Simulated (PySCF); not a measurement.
Si(F)3(SiH3) (F3H3Si2), SMILES F[Si]([SiH3])(F)F. Geometry: PBE0-D3(BJ)/def2-SVP.

Problem. Give the equilibrium geometry at PBE0-D3(BJ)/def2-SVP (PySCF confirms it by a frequency run) as Cartesian coordinates in Å, and its point group. (The exact figures need the calculation; the answer reports its results.)

Solution. point group C3v.
```xyz
8

F      1.2917     0.7458    -1.0257
Si     0.0000     0.0000    -0.4265
F     -1.2917     0.7458    -1.0257
F      0.0000    -1.4916    -1.0257
Si     0.0000     0.0000     1.8961
H      0.0000     1.4129     2.3730
H      1.2236    -0.7065     2.3730
H     -1.2236    -0.7065     2.3730
```
